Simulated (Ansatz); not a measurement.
Ansatz results at the PBE0-D4/def2-TZVP geometry: size of the dipole moment (B3LYP/def2-TZVPP) 3.39 D; LUMO energy (ωB97M-V/def2-TZVPP) 0.67 eV; HOMO–LUMO gap (PBE/def2-TZVPP) 5.16 eV.

Each molecule was computed in one conformer, which needn't be the lowest.

Question: Which molecule gave them?
A. `C[Si](C)(C)[CH2][Ga]([Cl])[Cl]`
B. `C=[CH][Ga]([CH3])[Cl]`
C. `C[O][Ga]([CH3])[NH2]`
D. `C[CH2][GaH][Cl]`

Answer: A. The others give `C=[CH][Ga]([CH3])[Cl]`: 2.63, 0.33, 4.30; `C[CH2][GaH][Cl]`: 2.64, 0.33, 4.43; `C[O][Ga]([CH3])[NH2]`: 1.80, 1.73, 5.02.

B3LYP here is the variant with VWN-RPA as its local correlation; programs differ in this.
